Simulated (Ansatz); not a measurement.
Species: CH2N2, SMILES `N=C=N` (charge 0, multiplicity 1).

**Question.** Give a relaxed geometry from PBE-D3(BJ)/def2-TZVP in Ansatz (an electronic-structure program).

**Answer.** the end point of this relaxation (outside a Z-matrix the atoms follow the SMILES, hydrogens last).
Cartesian coordinates (Å) in one orientation:
```xyz
5

N      1.204     0.206    -0.268
C      0.007     0.147     0.003
N     -1.181     0.304     0.277
H      1.857    -0.418     0.203
H     -1.887    -0.240    -0.215
```
